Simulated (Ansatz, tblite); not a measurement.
Cost and result up the ladder for `O=P(O)(O)c1ccc(-c2ccc(-c3ccccc3)cc2)cc1` (37 atoms). Charge 0, multiplicity 1. Geometry: r2SCAN-D4/def2-SVP.

```xyz
37

O     1.213    5.625    4.210
P     2.167    5.083    3.206
O     2.631    6.180    2.085
O     3.620    4.577    3.714
C     1.590    3.644    2.308
C     0.331    3.118    2.630
C    -0.161    2.011    1.942
C     0.589    1.403    0.917
C     0.068    0.228    0.187
C     0.342    0.040   -1.181
C    -0.149   -1.067   -1.868
C    -0.934   -2.039   -1.220
C    -1.450   -3.218   -1.949
C    -2.710   -3.767   -1.639
C    -3.196   -4.880   -2.327
C    -2.434   -5.470   -3.340
C    -1.181   -4.937   -3.659
C    -0.695   -3.823   -2.972
C    -1.207   -1.851    0.149
C    -0.720   -0.742    0.836
C     1.853    1.945    0.603
C     2.350    3.050    1.287
H     1.933    6.842    1.970
H     4.092    5.281    4.187
H    -0.256    3.595    3.421
H    -1.156    1.625    2.182
H     0.917    0.795   -1.724
H     0.049   -1.163   -2.940
H    -3.326   -3.297   -0.867
H    -4.181   -5.284   -2.076
H    -2.815   -6.343   -3.879
H    -0.573   -5.397   -4.443
H     0.298   -3.432   -3.211
H    -1.781   -2.607    0.691
H    -0.920   -0.645    1.907
H     2.463    1.471   -0.171
H     3.336    3.452    1.035
```

Ansatz on 2 threads of AMD EPYC 7R13 on a shared host and a share (18 GiB) of an NVIDIA H100 80GB HBM3; xTB runs through tblite on one thread. Times are rough, summed over both states, and most runs start from the orbitals of an earlier one. PBE0-D4/def2-TZVP serves as the yardstick here, not as an exact answer. The other state is a doublet.

The xTB rows come from tblite. Single mean-field runs in def2-TZVP are fitted with def2-universal-jkfit.

Run but left out: PBE-QIDH/def2-TZVP (charge +1 doublet: ⟨S²⟩ 0.97, where a pure state has 0.75).

Raw xTB energies of ions are shifted by several eV.

```csv
level,functions,vertical IE (eV),difference from PBE0-D4/def2-TZVP (eV)
GFN1-xTB,123,13.29,5.54
PBE-D4/def2-TZVP,778,7.50,-0.25
GFN2-xTB,108,12.38,4.63
PBE0-D4/def2-TZVP,778,7.75,0.00
```

Problem. Estimate how long each takes.

Solution. GFN2-xTB 0.14 s; GFN1-xTB 0.18 s; PBE-D4/def2-TZVP 14 s; PBE0-D4/def2-TZVP 17 s. On shared hardware such times vary by a factor of up to 3.
